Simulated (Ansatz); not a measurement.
A structure relaxed at PBE0-D4/def2-TZVP, charge 0, multiplicity 1:

```
atom   x (Å)   y (Å)   z (Å)
  B1  -1.001  -1.672  -0.236
  N2   0.324  -1.506  -0.674
 Al3   1.216   0.047  -0.507
 Si4   0.027   1.922   0.561
  F5  -1.424   2.170  -0.066
 Cl6  -0.215   1.456   2.555
  H7  -1.562  -2.725  -0.349
  H8  -1.562  -0.731   0.257
  H9   0.767  -2.318  -1.081
 H10   2.720   0.114  -1.001
 H11   0.710   3.243   0.540
```

**Question.** Give its formula and SMILES.

**Answer.** AlBClFH5NSi, `B[NH][AlH][SiH](F)Cl`.

**Question.** Summarise the bond lengths by kind.

**Answer.** 1 × B–N 1.405 Å; 2 × B–H 1.199 to 1.202 Å; 1 × Al–N 1.799 Å; 1 × H–N 1.011 Å; 1 × Al–Si 2.464 Å; 1 × Al–H 1.585 Å; 1 × F–Si 1.601 Å; 1 × Cl–Si 2.062 Å; 1 × H–Si 1.486 Å.

Program: Ansatz 0.2.0.
